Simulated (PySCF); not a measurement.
C₆ coefficients of unlike pairs at TPSSh

Calculated with PySCF 2.14 from the dipole response of each species, C₆(A,B) = (3/π) ∫ α_A(iu) α_B(iu) du, in atomic units, from isotropic polarisabilities. For ions this is the dispersion term alone; charge-induced terms of lower order in 1/R come first.

| species | configuration | basis | relativity | α (bohr³) | C₆ (like pair) |
| --- | --- | --- | --- | --- | --- |
| Pb³⁺ | [Xe] 4f14 5d10 6s1 (2S) | aug-cc-pwCVTZ-PP with ECP60MDF (8s7p6d4f1g) | core potential | 8.759 | 49.24 |
| Pt³⁺ | [Xe] 4f14 5d7 (4F) | aug-cc-pVQZ-PP with ECP60MDF (7s7p6d4f3g2h) | core potential | 6.443 | 36.65 |
| Al²⁺ | [Ne] 3s1 (2S) | dyall-av3z (19s12p3d2f) | spin-free X2C | 14.61 | 40.10 |

**Question.** Estimate C₆ for Pt³⁺ with Pb³⁺.

**Answer.** The integral gives 42.28. The combination rule 2 C_A C_B / (C_A α_B/α_A + C_B α_A/α_B) gives 41.95 and the geometric mean 42.49.

No spin-orbit coupling is included.

The other pairs:

```
      pair     C₆
Al²⁺, Pb³⁺  36.49
Al²⁺, Pt³⁺  29.34
```
